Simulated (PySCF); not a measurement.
Electric field gradients and quadrupole coupling constants

Compound: TiF2Cl2 (singlet state).
Geometry (PBE0-D3(BJ)/def2-SVP, Å), atoms numbered from 1 in this order:
```
atom  x, y, z in Å
Ti1    0.0755   -0.0007    0.0741
F2    -0.1995   -0.0522    1.7698
F3     1.7676    0.0215   -0.2256
Cl4   -0.8388    1.7739   -0.7605
Cl5   -0.8048   -1.7424   -0.8578
```

Field gradients from the PBE0/pcSseg-1 (pcSseg-2 on Ti) density (PySCF, non-relativistic), principal values in atomic units, ordered |Vxx| ≤ |Vyy| ≤ |Vzz|:

```
atom      Vxx      Vyy     Vzz
 Cl4  -0.3203  -0.4741  0.7944
 Cl5  -0.3195  -0.4736  0.7932
```

Q: Find the asymmetry η = (Vxx − Vyy)/Vzz and the couplings χ = eQV/h (234.96 MHz × Q in barn × V in au), with Q(35Cl) = −0.0817 b.

A: 
```json
{"atom": "Cl4", "environment": "chlorine bonded to Ti", "nucleus": "35Cl", "η": "0.19", "χzz (MHz)": "-15.25", "χxx (MHz)": "6.15", "χyy (MHz)": "9.10"}
{"atom": "Cl5", "environment": "chlorine bonded to Ti", "nucleus": "35Cl", "η": "0.19", "χzz (MHz)": "-15.23", "χxx (MHz)": "6.13", "χyy (MHz)": "9.09"}
```

The tensor is traceless: Vxx + Vyy + Vzz = 0.

Q: What is Vzz at Cl4 in SI units (1 au = 9.71736 × 10²¹ V/m²)?

A: 0.7944 au = 7.719 × 10²¹ V/m².

Q: And the gradient at the other heavy atoms, for which no coupling is worked out here?

A: 
```
atom                      environment  Vzz (au)     η
 Ti1  titanium bonded to 2 Cl and 2 F     0.240  0.71
  F2            fluorine bonded to Ti     0.400  0.27
  F3            fluorine bonded to Ti     0.400  0.27
```

Geometry: PBE0-D3(BJ)/def2-SVP; no solvent, vibrations or thermal averaging. The small basis limits the accuracy of the gradients.
